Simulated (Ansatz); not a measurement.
Harmonic frequencies (cm⁻¹) at PBE0-D4/def2-TZVP from Ansatz: 162, 325, 404, 572, 696, 818, 861, 960, 974, 1000, 1074, 1124, 1165, 1226, 1300, 1352, 1426, 2681, 3108, 3129, 3164.

Question: Which molecule is it?
A. `ClC1CBO1`
B. `C=C(O)BCl`
C. `BC(=O)CCl`
D. `O=CCBCl`

Answer: A.
